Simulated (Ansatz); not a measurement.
A nudged elastic band was laid between two geometries of AlClH5NO2 (10 atoms, charge 0, multiplicity 1).

Level of theory: Ansatz 0.2.0, RKS PBE-D4/def2-mTZVP.

```
movable images  : 7
climbing image  : yes
spring          : 5.0 eV/Å²
optimiser       : quadratic models (default)
start path      : through a guess of the saddle point
force threshold : 0.03 eV/Å
iteration limit : 60
end points      : relaxed
```

Image 0:

```xyz
10
Properties=species:S:1:pos:R:3
Al -0.002 -0.262 0.344
N 0.057 -0.002 2.153
H -0.808 0.235 2.642
H 0.810 0.550 2.564
Cl 1.538 0.618 -0.849
O -1.555 -0.588 -0.353
H -1.847 -0.149 -1.166
O 0.501 -2.175 0.617
H -0.252 -2.725 0.315
H 0.419 -2.093 1.605
```

Image 8:

```xyz
10
Properties=species:S:1:pos:R:3
Al -0.067 -0.727 0.141
N 0.019 -0.257 2.103
H -0.816 0.287 2.345
H 0.846 0.298 2.347
Cl 1.622 0.356 -0.665
O -1.646 -0.041 -0.061
H -2.136 -0.108 -0.894
O 0.124 -2.451 0.164
H 0.889 -2.842 -0.286
H 0.027 -1.106 2.679
```

Q: Which bonds break or form, and what moves?

A: Bonds broken: O8–H10. Bonds formed: N2–H10.

Q: Give the energies along the band, and the barrier.

A: It converged. The highest image is number 2 of 0 to 8, 1.8 kcal/mol above the first end and 24.0 kcal/mol above the last; the last end lies 22.1 kcal/mol below the first. A vibrational analysis at the climbing image gives one clearly imaginary mode, 738i cm⁻¹: a first-order saddle point. The orbitals stay closed-shell, which can raise the energy where a bond breaks towards radicals; this wasn't checked here.

| image | path coordinate (Å) | energy (kcal/mol) | O8–H10 (Å) | N2–H10 (Å) |
| --- | --- | --- | --- | --- |
| 0 | 0.00 | 0.0 | 1.00 | 2.19 |
| 1 | 0.39 | 0.4 | 1.02 | 1.87 |
| 2 | 0.78 | 1.8 | 1.15 | 1.48 |
| 3 | 1.36 | -14.4 | 1.79 | 1.06 |
| 4 | 1.95 | -20.4 | 2.27 | 1.03 |
| 5 | 2.53 | -22.0 | 2.58 | 1.03 |
| 6 | 3.11 | -22.1 | 2.57 | 1.03 |
| 7 | 3.71 | -22.0 | 2.75 | 1.03 |
| 8 | 4.30 | -22.1 | 2.85 | 1.03 |

Q: What is the geometry of the highest image?

A: 
```xyz
10
Properties=species:S:1:pos:R:3:forces:R:3
Al -0.013 -0.362 0.194 0.00 0.00 0.00
N 0.088 -0.171 2.080 0.00 0.00 0.00
H -0.766 0.040 2.600 0.00 0.00 0.00
H 0.861 0.337 2.513 0.00 0.00 0.00
Cl 1.526 0.603 -0.920 0.00 0.00 0.00
O -1.622 -0.473 -0.414 0.00 0.00 0.00
H -1.884 -0.028 -1.234 0.00 0.00 0.00
O 0.500 -2.130 0.729 0.00 0.00 0.00
H -0.172 -2.826 0.600 0.00 0.00 0.00
H 0.343 -1.581 1.726 0.00 0.00 0.00
```

Q: What are the harmonic wavenumbers there?

A: 738i, 117, 146, 175, 210, 256, 353, 388, 503, 563, 641, 658, 680, 737, 743, 814, 846, 1496, 1573, 1867, 3447, 3532, 3713, 3799 cm⁻¹.

Run time: 3.4 min on 4 threads of Arm Neoverse V2, on a shared host, peak memory 0.18 GiB.
